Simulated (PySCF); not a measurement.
Deuteron quadrupole couplings in `C#CC[SiH2]C`

Compound: C₄H₈Si.
Geometry (GFN2-xTB, Å), atoms numbered from 1 in this order:
```
atom  x, y, z in Å
C1     2.136    1.469    0.640
C2     1.645    0.593   -0.012
C3     1.023   -0.457   -0.779
Si4   -0.585   -1.083    0.056
C5    -1.797    0.366    0.217
H6     2.584    2.235    1.199
H7     0.803   -0.077   -1.780
H8     1.732   -1.280   -0.892
H9    -0.258   -1.630    1.378
H10   -1.145   -2.138   -0.801
H11   -1.357    1.177    0.792
H12   -2.710    0.061    0.719
H13   -2.075    0.766   -0.754
```

Level: PBE0/pcSseg-1 (PySCF, non-relativistic); Q(2H) = 0.00286 b; rigid geometry, the same for H and D, with no vibrational averaging.

Task: Rank these positions by the coupling χzz of a deuteron there, largest first.
A. H8 (methylene hydrogen)
B. H12 (methyl hydrogen)
C. H6 (alkyne hydrogen)
D. H10 (Si–H hydrogen)

Result: C (268 kHz), B (219 kHz), A (208 kHz), D (106 kHz).

Task: Tabulate Vzz, the asymmetry η and χzz = 234.96 MHz × Q × Vzz for every hydrogen position.

Result: 
```json
{"atom": "H6", "bonded to": "C1", "bond length (Å)": "1.049", "Vzz (au)": "0.3993", "η": "0.01", "χzz (kHz)": "268"}
{"atom": "H7", "bonded to": "C3", "bond length (Å)": "1.093", "Vzz (au)": "0.3077", "η": "0.04", "χzz (kHz)": "207"}
{"atom": "H8", "bonded to": "C3", "bond length (Å)": "1.092", "Vzz (au)": "0.3088", "η": "0.03", "χzz (kHz)": "208"}
{"atom": "H9", "bonded to": "Si4", "bond length (Å)": "1.468", "Vzz (au)": "0.1590", "η": "0.01", "χzz (kHz)": "107"}
{"atom": "H10", "bonded to": "Si4", "bond length (Å)": "1.470", "Vzz (au)": "0.1573", "η": "0.01", "χzz (kHz)": "106"}
{"atom": "H11", "bonded to": "C5", "bond length (Å)": "1.087", "Vzz (au)": "0.3213", "η": "0.01", "χzz (kHz)": "216"}
{"atom": "H12", "bonded to": "C5", "bond length (Å)": "1.086", "Vzz (au)": "0.3257", "η": "0.01", "χzz (kHz)": "219"}
{"atom": "H13", "bonded to": "C5", "bond length (Å)": "1.087", "Vzz (au)": "0.3241", "η": "0.01", "χzz (kHz)": "218"}
```

Task: Average by the element that carries the hydrogen.

Result: on C: 223 kHz over 6 positions, mean bond length 1.082 Å; on Si: 106 kHz over 2 positions, mean bond length 1.469 Å.

Task: How does χzz go with the bond length over the 6 C–H bonds?

Result: A straight-line fit has a slope of -13.8 kHz for each 0.01 Å, with a correlation coefficient of -1.00, over lengths from 1.049 to 1.093 Å. The longer bonds have the smaller couplings here.

Task: Give the 2H NMR doublet splittings at H8 for a magnetic field along the z, y and x axes of the gradient: 3χ/2, 3χ(1 + η)/4, 3χ(1 − η)/4.

Result: With |χ| = 207.5 kHz and η = 0.035: 311, 161 and 150 kHz, to first order and without motion.

Geometry: GFN2-xTB, one conformer, isolated molecule. GFN2-xTB bond lengths can be off by several hundredths of an ångström, more for odd bonds, and the gradients follow them. A larger basis could move these couplings by a tenth or more.
